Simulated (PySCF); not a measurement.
A calculated (PBE, PySCF 2.14, aug-cc-pVTZ, the non-relativistic Hamiltonian (point nucleus)) atom or ion has these occupied shells.

```json
{"shell": "1s α", "electrons": "1", "orbital energy (eV)": "-4372.2", "rms radius, mean of both spins (bohr)": "0.0852"}
{"shell": "1s β", "electrons": "1", "orbital energy (eV)": "-4372.2", "rms radius, mean of both spins (bohr)": "0.0852"}
{"shell": "2s α", "electrons": "1", "orbital energy (eV)": "-470.75", "rms radius, mean of both spins (bohr)": "0.376"}
{"shell": "2s β", "electrons": "1", "orbital energy (eV)": "-470.51", "rms radius, mean of both spins (bohr)": "0.376"}
{"shell": "2p α", "electrons": "3", "orbital energy (eV)": "-388.94", "rms radius, mean of both spins (bohr)": "0.343"}
{"shell": "2p β", "electrons": "3", "orbital energy (eV)": "-388.74", "rms radius, mean of both spins (bohr)": "0.343"}
{"shell": "3s α", "electrons": "1", "orbital energy (eV)": "-55.765", "rms radius, mean of both spins (bohr)": "1.16"}
{"shell": "3s β", "electrons": "1", "orbital energy (eV)": "-54.898", "rms radius, mean of both spins (bohr)": "1.16"}
{"shell": "3p α", "electrons": "3", "orbital energy (eV)": "-34.934", "rms radius, mean of both spins (bohr)": "1.27"}
{"shell": "3p β", "electrons": "3", "orbital energy (eV)": "-34.037", "rms radius, mean of both spins (bohr)": "1.27"}
{"shell": "4s α", "electrons": "1", "orbital energy (eV)": "-5.156", "rms radius, mean of both spins (bohr)": "3.86"}
{"shell": "3d α", "electrons": "1", "orbital energy (eV)": "-5.067", "rms radius, mean of both spins (bohr)": "2.04"}
{"shell": "4p α", "electrons": "1", "orbital energy (eV)": "-2.457", "rms radius, mean of both spins (bohr)": "4.99"}
```

Name the element and its charge.

Sc (scandium, neutral), in [Ar] 3d1 4s1 4p1, one real determinant (an excited configuration).
